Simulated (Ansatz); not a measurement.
Reaction: BNH6 (SMILES [BH3-][NH3+]) → BNH6+ (parent SMILES [NH3+][BH3-], doublet) + e-
Each species at its own B3LYP-D3(BJ)/def2-TZVP minimum (Ansatz, a program for electronic structure).

Total energies in hartree (Ansatz). Radicals and triplets start from unrestricted determinants; spin-orbit coupling is neglected. Cores are frozen in correlated methods. No relativity. The spin of H6BN+ (parent SMILES [BH3-][NH3+], doublet) was assumed, and the state is the lowest solution found for it.

| species | HF/cc-pVTZ | CCSD(T)/cc-pVTZ | HF/cc-pVQZ | CCSD(T)/cc-pVQZ | CCSD(T)/cc-pVDZ | CCSDT(Q)/cc-pVDZ |
|---|---|---|---|---|---|---|
| 1: BNH6 (azaniumylboranuide, SMILES [BH3-][NH3+]) | -82.65275 | -83.06350 | -82.65868 | -83.08930 | -82.96574 | -82.96679 |
| 2: BNH6+ (parent SMILES [BH3-][NH3+], doublet) | -82.34474 | -82.72279 | -82.35064 | -82.74744 | -82.63231 | -82.63338 |

Task: Work out the adiabatic ionisation energy (electronic) in eV: take Hartree-Fock from cc-pVQZ, extrapolate the CCSD(T) correlation energy as X^-3 (X = 3, 4), and add CCSDT(Q) - CCSD(T) in cc-pVDZ. 1 hartree = 27.211 eV.

Result: 
Species 1: correlation (64·(-0.43062) - 27·(-0.41075))/37 = -0.44512; step -0.00105; E1 = -82.65868 + (-0.44512) + (-0.00105) = -83.10485
Species 2: correlation (64·(-0.39680) - 27·(-0.37805))/37 = -0.41048; step -0.00107; E2 = -82.35064 + (-0.41048) + (-0.00107) = -82.76219
-1·E1 +1·E2 = 0.34266 hartree = 9.32 eV.
